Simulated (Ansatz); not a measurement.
A nudged elastic band was laid between two geometries of Cl2Zn + F (4 atoms, charge 0, multiplicity 2).

Method: UHF/def2-SVP (Ansatz 0.2.0).

```yaml
movable_images: 5
climbing_image: yes
spring: 5.0 eV/Å²
optimiser: quadratic models (default)
start_path: through a guess of the saddle point
force_threshold: 0.05 eV/Å
iteration_limit: 60
end_points: relaxed
```

Image 0:

```xyz
4
Properties=species:S:1:pos:R:3
Zn 0.000 0.000 -0.234
Cl 0.000 0.000 1.897
Cl 0.000 0.000 -2.364
F 0.000 0.000 5.240
```

Image 6:

```xyz
4
Properties=species:S:1:pos:R:3
Zn 0.000 0.000 -0.610
Cl -0.001 0.000 3.163
Cl 0.000 0.000 -2.792
F 0.000 0.000 4.779
```

(1) Which bonds break or form, and what moves?

(2) What energy profile does the band end with?

(3) What is the geometry of the highest image?

Answers

(1) Bonds broken: Zn1–Cl2. Bonds formed: Cl2–F4. Cl2Zn + F becomes ClF + ClZn.

(2) The forces met the threshold. The highest image is number 5 of 0 to 6, 315.6 kJ/mol above the first end and 0.3 kJ/mol above the last; the last end lies 315.3 kJ/mol above the first. Neighbouring images differ by up to 1.5 eV, so the band resolves the path poorly. The top lies less than 8 meV above the higher end, about what the thresholds resolve: that end is a shoulder or a very shallow well. A vibrational analysis at the climbing image gives no mode beyond 40i cm⁻¹: the surface is too flat there to confirm a saddle point.

| image | path coordinate (Å) | energy (kJ/mol) | Zn1–Cl2 (Å) | Cl2–F4 (Å) |
| --- | --- | --- | --- | --- |
| 0 | 0.00 | 0.0 | 2.13 | 3.34 |
| 1 | 0.29 | 1.0 | 2.13 | 3.01 |
| 2 | 0.57 | 15.0 | 2.22 | 2.63 |
| 3 | 0.86 | 109.7 | 2.53 | 2.32 |
| 4 | 1.14 | 255.3 | 2.88 | 2.00 |
| 5 | 1.43 | 315.6 | 3.19 | 1.64 |
| 6 | 2.01 | 315.3 | 3.77 | 1.62 |

(3) 
```xyz
4
Properties=species:S:1:pos:R:3
Zn 0.000 -0.002 -0.326
Cl 0.005 0.007 2.865
Cl -0.001 0.000 -2.500
F -0.004 -0.005 4.501
```

The run took 3.2 min on 2 threads of Intel(R) Xeon(R) Platinum 8259CL CPU @ 2.50GHz (Skylake/Cascade Lake), with other jobs on the host, peak memory 0.27 GiB.
